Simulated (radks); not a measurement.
Ionisation of the scandium ion Sc3+, [Ar], to [Ne] 3s2 3p5 as the strength of local exchange is varied. All-electron calculation, non-relativistic Kohn-Sham, Slater X-alpha exchange (alpha = 2/3 is LDA exchange), no correlation, spin-polarised, spherical densities, point nucleus. Program: a radial shooting solver on a logarithmic mesh with Libxc functionals.

| alpha | E(Sc3+) (hartree) | exchange (hartree) | IE (eV) | -e of the level emptied (eV) | <r> of it (bohr) |
|---|---|---|---|---|---|
| 0.581 | -751.04089 | -29.92329 | 69.486 | 60.667 (3p) | 1.147 |
| 0.667 | -755.48054 | -34.51366 | 71.707 | 62.867 (3p) | 1.135 |
| 0.906 | -767.92768 | -47.48837 | 78.064 | 69.182 (3p) | 1.101 |
| 0.91 | -768.13737 | -47.70825 | 78.173 | 69.290 (3p) | 1.101 |
| 0.915 | -768.39954 | -47.98321 | 78.309 | 69.425 (3p) | 1.100 |
| 0.936 | -769.50141 | -49.13960 | 78.881 | 69.996 (3p) | 1.097 |
| 0.961 | -770.81477 | -50.51948 | 79.566 | 70.677 (3p) | 1.094 |

NIST Atomic Spectra Database: 73.489 eV (measured). The Delta-SCF value meets it near alpha = 0.73. Open shells are spherical and high-spin; term and fine-structure splittings are not resolved.
